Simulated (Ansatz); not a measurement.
Ansatz (an electronic-structure program) input (B3LYP-D3(BJ)/def2-TZVP):

Ansatz 0.2 input:
```yaml
crystal:
  periodic: [false, false, false]
  atoms:
    - {symbol: F, position_ang: [-1.34490396, -0.32250278, 0.06093786]}
    - {symbol: Si, position_ang: [-0.03677021, 0.51387522, -0.01068873]}
    - {symbol: F, position_ang: [1.31426750, -0.25366166, -0.04661328]}
basis:
  gaussian:
    orbitals: def2-TZVP
hamiltonian:
  xc: b3lyp
  dispersion: d3bj
total_charge: 1
magnetization: {spin_polarized: true, initial_magnetization: 1}
relax: {f_tol: 0.002, max_steps: 150}
```

End of the output:

```
relax step   1: F+E_penalty+E_count = -13306.49534741 eV  Δ(F+E_penalty+E_count) = +0.000e0 eV  max|allowed force component| = 7.662e-1 eV/Å  Δτ_max = 0.0000 Å  (28 SCF iters, accepted)
these checks for a lower state are left out or cut short: starts, cluster_reference, orbital_swaps, neighbouring_geometries, increment
integrals: 0.02 GiB planned
573 factors; their error is unknown
mean field: 0.31 GiB planned
mean field -13306.44899530 eV, -489.0029811422 hartree, gradient 1.5e-5 eV, S^2 0.751770; 0 other end points of the search recorded, 0 dependent functions left out
the calculation of the forces begins
reference -13306.44915939 eV, -489.0029871726 hartree; 16, 15 occupied and 83, 84 virtual orbitals, 573 factors
relax step   2: F+E_penalty+E_count = -13306.50179634 eV  Δ(F+E_penalty+E_count) = -6.449e-3 eV  max|allowed force component| = 4.945e-1 eV/Å  Δτ_max = 0.0051 Å  (30 SCF iters, accepted)
these checks for a lower state are left out or cut short: starts, cluster_reference, orbital_swaps, neighbouring_geometries, increment
integrals: 0.02 GiB planned
573 factors; their error is unknown
mean field: 0.31 GiB planned
mean field evaluation 32: about -13306.4540 eV, gradient 1.5e-5 eV
mean field -13306.45401647 eV, -489.0031656667 hartree, gradient 1.5e-5 eV, S^2 0.751718; 0 other end points of the search recorded, 0 dependent functions left out
the calculation of the forces begins
reference -13306.45418031 eV, -489.0031716877 hartree; 16, 15 occupied and 83, 84 virtual orbitals, 573 factors
relax step   3: F+E_penalty+E_count = -13306.50679298 eV  Δ(F+E_penalty+E_count) = -4.997e-3 eV  max|allowed force component| = 6.712e-3 eV/Å  Δτ_max = 0.0164 Å  (30 SCF iters, accepted)
these checks for a lower state are left out or cut short: starts, cluster_reference, orbital_swaps, neighbouring_geometries, increment
integrals: 0.02 GiB planned
573 factors; their error is unknown
mean field: 0.30 GiB planned
mean field -13306.45402906 eV, -489.0031661296 hartree, gradient 4.2e-5 eV, S^2 0.751718; 0 other end points of the search recorded, 0 dependent functions left out
the calculation of the forces begins
reference -13306.45419290 eV, -489.0031721504 hartree; 16, 15 occupied and 83, 84 virtual orbitals, 573 factors
relax step   4: F+E_penalty+E_count = -13306.50680218 eV  Δ(F+E_penalty+E_count) = -9.203e-6 eV  max|allowed force component| = 5.755e-3 eV/Å  Δτ_max = 0.0007 Å  (21 SCF iters, accepted)
these checks for a lower state are left out or cut short: starts, cluster_reference, orbital_swaps, neighbouring_geometries, increment
integrals: 0.02 GiB planned
573 factors; their error is unknown
mean field: 0.30 GiB planned
mean field -13306.45403443 eV, -489.0031663267 hartree, gradient 2.4e-5 eV, S^2 0.751719; 0 other end points of the search recorded, 0 dependent functions left out
the calculation of the forces begins
reference -13306.45419826 eV, -489.0031723475 hartree; 16, 15 occupied and 83, 84 virtual orbitals, 573 factors
relax step   5: F+E_penalty+E_count = -13306.50680454 eV  Δ(F+E_penalty+E_count) = -2.358e-6 eV  max|allowed force component| = 6.633e-5 eV/Å  Δτ_max = 0.0005 Å  (22 SCF iters, accepted)
integrals: 0.02 GiB planned
573 factors; their error is unknown
mean field: 0.30 GiB planned
mean field -13306.45403443 eV, -489.0031663267 hartree, gradient 2.4e-5 eV, S^2 0.751719; 1 other end points of the search recorded, 0 dependent functions left out
the calculation of the forces begins
reference -13306.45419826 eV, -489.0031723475 hartree; 16, 15 occupied and 83, 84 virtual orbitals, 573 factors
Total energy: -13306.50696837 eV, -489.0051116132 hartree
Atom 0 at    -1.348499    -0.311295     0.060820 Å, force    -0.000066     0.000005     0.000003 eV/Å
Atom 1 at    -0.036184     0.491300    -0.010186 Å, force     0.000005    -0.000017     0.000000 eV/Å
Atom 2 at     1.317277    -0.242294    -0.046998 Å, force     0.000062     0.000011    -0.000003 eV/Å
Dipole moment:    -0.015985     0.596786    -0.013283 e Å
```
